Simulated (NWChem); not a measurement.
Species: MnF$_{2}$, sextet; SMILES [Mn]([F])[F]

```xyz
3

Mn     0.0000     0.0000    -0.0231
F      1.7732     0.0000    -0.0232
F     -1.7732     0.0000    -0.0232
```
Atoms are numbered in this order, from 1.

Level: PBE-D3(BJ)/def2-SVP, spin-unrestricted (NWChem), optimised geometry, unscaled harmonic frequencies. 

Q: List the harmonic frequencies with IR intensities, and the thermochemistry.

A: 
```csv
frequency (cm⁻¹),IR intensity (km/mol)
111,29.5
595,0.0
742,179.7
```

```
Item                                                                               Value
-----------------------------------------------------------------------  ---------------
zero-point energy                                                           2.1 kcal/mol
thermal correction to the enthalpy at 298.15 K (with zero-point energy)     5.0 kcal/mol
heat capacity Cv                                                         9.7 cal/(mol K)
dipole moment                                                                     0.00 D
```

Rigid rotor and harmonic oscillator.
